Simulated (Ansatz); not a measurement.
Mulliken charges of FH₅OSi₂, SMILES `O[SiH2][SiH2]F` from r2SCAN/def2-TZVPP in Ansatz (PBE0-D4/def2-TZVP geometry).

```tsv
atom	x (Å)	y (Å)	z (Å)	charge (e)
O1	-0.737	1.478	-1.289	-0.408
Si2	0.519	0.653	-0.605	0.409
Si3	-0.172	-1.086	0.821	0.478
F4	-0.962	-2.226	0.008	-0.332
H5	-1.389	1.871	-0.708	0.200
H6	1.385	1.548	0.220	-0.100
H7	1.318	0.125	-1.737	-0.069
H8	1.000	-1.724	1.479	-0.086
H9	-1.090	-0.581	1.879	-0.092
```

Problem. By hand: the dipole of these point charges (1 e Å = 4.8032 D).

Solution. Σ q r = (0.257, 0.296, 0.324) e Å, of length 0.509 e Å = 2.44 D.

Problem. How does the dipole of the full density compare? (Estimate.)

Solution. Ansatz gave: (-0.001, 0.283, 0.280) e Å, 1.91 D; the point charges give 1.28 times that, at 31° from its direction.

Point charges leave out the atoms' own dipoles, such as those of lone pairs, and Mulliken's split depends on the basis, so the two needn't agree.
